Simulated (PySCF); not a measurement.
In2O, neutral, multiplicity 1. Atoms are numbered in the order given.

```xyz
3

In     0.0000     0.0000    -2.0164
O      0.0000     0.0000     0.0000
In     0.0000     0.0000     2.0164
```

The structure is a stationary point at B3LYP-D3(BJ)/def2-TZVP. The def2 effective core potentials stand for the cores of In; spin–orbit coupling is left out.

All values below come from PBE/def2-TZVPD (PySCF).

Mulliken values depend strongly on the basis, most of all with diffuse functions as here. ESP charges are fitted to the potential on shells at 1.4 to 2.0 van der Waals radii. Atomic charges (e):

```csv
atom,ESP fit,Mulliken
In1,…,0.29
O2,…,-0.58
In3,…,0.29
```

Q: Fill in the missing entries. (The exact figures need the calculation; the answer reports its results.)

A: 
- In1, ESP fit: 0.08
- O2, ESP fit: -0.17
- In3, ESP fit: 0.08
